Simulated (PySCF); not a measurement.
Electron correlation in Se⁺ (selenium, charge +1)

[Ar] 3d10 4s2 4p2 4d1, one real determinant (an excited configuration). Computed with PySCF 2.14 in aug-cc-pVDZ-DK (6s5p3d, 36 functions), with scalar relativity by spin-free X2C-1e. Frozen: [Ar] 3d10; 5 electrons correlated.

| level | correlation energy (mhartree) |
| --- | --- |
| CCSD | -75.61 |
| (T) | -9.31 |
| CCSD(T) | -84.92 |
| CCSDT | -86.76 |

Diagnostics: T1 = 0.012, D1 = 0.0360, largest double amplitude 0.435.

**Question.** Is a single reference adequate?

**Answer.** Not fully. The real determinant used has ⟨L²⟩ near 8 against 12 for a pure F term, so it mixes terms. The outer electron is Rydberg-like, and this basis confines it to a smaller radius and binds it less than a complete one would. A double-excitation amplitude exceeds 0.15, a sign of near-degeneracy.

The reference is one real determinant that mixes LS terms of this configuration.
